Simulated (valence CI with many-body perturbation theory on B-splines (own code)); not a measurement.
## Ta⁶⁰⁺: electric-dipole lines

Method: relativistic CI+MBPT: three valence electrons over a frozen Dirac-Fock core [Ne], radial functions for each j: 11 s, 11 p, 10 d, 8 f, 5 g, 2 h, with the one-electron correlation potential Σ1 (screened to all orders), the two-electron term Σ2, the three-electron term Σ3, Breit, model QED; selected single and double excitations, second order for the rest, scaled by the run's own slope (own B-spline code, finite nucleus).

No measured spectrum was set against this ion. As an estimate, large intervals hold to a few tenths of a per cent, small ones and those within an open d or f shell to about a per cent.

Lines 151 to 200 of 591 in falling wavelength, among levels below 3172.5 eV, chosen from the strongest by gf and those to the six lowest levels. Wavelengths and rates use the calculated energies. Electric multipoles are in the length gauge with retardation, E1 and E2 with the static RPA response of the core. Weak lines are less certain than strong ones. Lines between different terms over intervals too small for the method are left out, as are lines whose strength nearly cancels. The highest levels of a list are the least certain.

Levels are named by their leading jj configuration (3d3/2^4 stands for four electrons in 3d with j = 3/2), which in mixed levels can hold well under half, so a name can repeat and another be missing. Letters in brackets count levels of one name in rising energy.

```tsv
λ vac (Å)	Upper	Lower	A (s⁻¹)	S (a.u.)
42.06	(3d3/2 3d5/2^2) J=5/2 [b]	(3p3/2 3d3/2 3d5/2) J=7/2 [c]	1.03e+11	2.26e-02
42.06	(3d3/2^2 3d5/2) J=1/2	(3p3/2 3d3/2^2) J=1/2	2.10e+11	1.54e-02
42.03	(3s 3d3/2 3d5/2) J=7/2 [a]	(3s 3p3/2 3d3/2) J=5/2 [a]	2.25e+11	6.59e-02
41.96	(3p3/2 3d5/2^2) J=1/2	(3p3/2^2 3d5/2) J=1/2	5.22e+11	3.80e-02
41.90	(3p3/2^2 3d5/2) J=3/2	(3p3/2^3) J=3/2	4.22e+11	6.12e-02
41.88	(3p1/2 3d3/2 3d5/2) J=1/2	(3p1/2 3p3/2 3d3/2) J=1/2 [a]	2.32e+11	1.69e-02
41.88	(3p1/2 3d3/2 3d5/2) J=3/2 [a]	(3p1/2 3p3/2 3d3/2) J=3/2 [a]	1.53e+11	2.22e-02
41.86	(3p3/2 3d5/2^2) J=3/2 [a]	(3p3/2^2 3d5/2) J=5/2 [a]	3.04e+11	4.40e-02
41.85	(3s 3d5/2^2) J=1/2	(3s 3p3/2 3d5/2) J=3/2 [b]	3.64e+11	2.63e-02
41.84	(3p1/2 3p3/2 3d5/2) J=3/2 [b]	(3p1/2 3p3/2^2) J=1/2	1.75e+11	2.53e-02
41.79	(3p3/2 3d3/2 3d5/2) J=9/2 [b]	(3p3/2^2 3d3/2) J=7/2	5.19e+11	1.87e-01
41.79	(3p3/2 3d5/2^2) J=5/2 [b]	(3p3/2^2 3d5/2) J=5/2 [a]	2.68e+11	5.80e-02
41.79	(3p3/2 3d3/2 3d5/2) J=1/2 [b]	(3p3/2^2 3d3/2) J=3/2 [b]	3.57e+11	2.57e-02
41.76	(3p1/2 3d3/2 3d5/2) J=7/2 [b]	(3p1/2 3p3/2 3d3/2) J=5/2 [b]	2.42e+11	6.95e-02
41.76	(3p1/2 3d3/2 3d5/2) J=5/2 [a]	(3p1/2 3p3/2 3d3/2) J=5/2 [a]	1.02e+11	2.20e-02
41.75	(3d3/2^2 3d5/2) J=3/2	(3p3/2 3d3/2^2) J=3/2 [a]	1.55e+11	2.23e-02
41.71	(3p3/2 3d3/2 3d5/2) J=5/2 [c]	(3p3/2^2 3d3/2) J=5/2	2.14e+11	4.60e-02
41.67	(3d3/2 3d5/2^2) J=3/2 [a]	(3p3/2 3d3/2 3d5/2) J=5/2 [b]	1.60e+11	2.28e-02
41.65	(3p3/2 3d3/2 3d5/2) J=3/2 [b]	(3p3/2^2 3d3/2) J=1/2	1.98e+11	2.82e-02
41.63	(3p3/2 3d5/2^2) J=3/2 [b]	(3p3/2^2 3d5/2) J=5/2 [b]	2.54e+11	3.62e-02
41.61	(3d3/2 3d5/2^2) J=3/2 [a]	(3p3/2 3d3/2 3d5/2) J=3/2 [a]	2.24e+11	3.19e-02
41.59	(3s 3p1/2 3d5/2) J=7/2	(3s 3p1/2 3p3/2) J=5/2	1.75e+11	4.97e-02
41.57	(3s^2 3d5/2) J=5/2	(3s^2 3p3/2) J=3/2	2.67e+11	5.68e-02
41.56	(3d3/2 3d5/2^2) J=3/2 [b]	(3p3/2 3d3/2 3d5/2) J=5/2 [d]	3.23e+11	4.58e-02
41.53	(3p1/2 3d3/2 3d5/2) J=3/2 [b]	(3p1/2 3p3/2 3d3/2) J=1/2 [b]	1.38e+11	1.95e-02
41.49	(3p3/2^2 3d5/2) J=5/2 [b]	(3p3/2^3) J=3/2	5.77e+11	1.22e-01
41.45	(3s 3d5/2^2) J=5/2	(3s 3p3/2 3d5/2) J=3/2 [a]	6.38e+10	1.35e-02
41.44	(3s 3p3/2 3d5/2) J=5/2 [b]	(3s 3p3/2^2) J=3/2	4.82e+11	1.02e-01
41.43	(3p1/2 3p3/2 3d5/2) J=5/2 [b]	(3p1/2 3p3/2^2) J=3/2	4.40e+11	9.27e-02
41.34	(3d3/2 3d5/2^2) J=7/2 [a]	(3p3/2 3d3/2 3d5/2) J=7/2 [a]	1.48e+11	4.12e-02
41.24	(3p1/2^2 3d5/2) J=5/2	(3p1/2^2 3p3/2) J=3/2	1.19e+11	2.48e-02
41.22	(3p3/2 3d5/2^2) J=3/2 [b]	(3p3/2^2 3d5/2) J=3/2	5.87e+11	8.11e-02
41.13	(3s 3p3/2 3d5/2) J=7/2 [a]	(3s 3p3/2^2) J=5/2	2.80e+11	7.70e-02
41.11	(3s 3d3/2 3d5/2) J=5/2 [a]	(3s 3p3/2 3d3/2) J=3/2 [a]	2.30e+11	4.74e-02
41.10	(3p1/2 3p3/2 3d5/2) J=7/2 [b]	(3p1/2 3p3/2^2) J=5/2	3.28e+11	8.99e-02
41.03	(3s 3p1/2 3d5/2) J=5/2 [a]	(3s 3p1/2 3p3/2) J=3/2 [a]	2.51e+11	5.13e-02
41.01	(3s 3d5/2^2) J=5/2	(3s 3p3/2 3d5/2) J=7/2 [a]	7.21e+10	1.47e-02
40.98	(3p1/2 3d5/2^2) J=1/2	(3p1/2 3p3/2 3d5/2) J=3/2 [b]	4.10e+11	2.79e-02
40.97	(3d3/2 3d5/2^2) J=1/2	(3p3/2 3d3/2 3d5/2) J=1/2 [a]	2.05e+11	1.39e-02
40.95	(3p1/2 3d5/2^2) J=9/2	(3p1/2 3p3/2 3d5/2) J=9/2	9.04e+10	3.06e-02
40.86	(3s 3p3/2 3d5/2) J=3/2 [b]	(3s 3p3/2^2) J=1/2	2.36e+11	3.18e-02
40.83	(3d3/2 3d5/2^2) J=11/2	(3p3/2 3d3/2 3d5/2) J=11/2	9.73e+10	3.92e-02
40.82	(3p1/2 3d5/2^2) J=5/2	(3p1/2 3p3/2 3d5/2) J=5/2 [a]	2.49e+11	5.03e-02
40.71	(3d3/2 3d5/2^2) J=5/2 [a]	(3p3/2 3d3/2 3d5/2) J=5/2 [a]	8.25e+10	1.65e-02
40.70	(3p3/2 3d3/2 3d5/2) J=5/2 [c]	(3p3/2^2 3d3/2) J=3/2 [a]	1.75e+11	3.50e-02
40.57	(3s 3d3/2 3d5/2) J=3/2 [a]	(3s 3p3/2 3d3/2) J=1/2 [a]	2.19e+11	2.89e-02
40.55	(3p1/2 3d5/2^2) J=3/2	(3p1/2 3p3/2 3d5/2) J=3/2 [a]	2.60e+11	3.42e-02
40.46	(3d3/2 3d5/2^2) J=7/2 [b]	(3p3/2 3d3/2 3d5/2) J=7/2 [b]	2.02e+11	5.29e-02
40.46	(3p1/2 3d5/2^2) J=7/2	(3p1/2 3p3/2 3d5/2) J=7/2 [a]	9.86e+10	2.58e-02
40.42	(3s 3d5/2^2) J=1/2	(3s 3p3/2 3d5/2) J=1/2	1.73e+11	1.13e-02
```
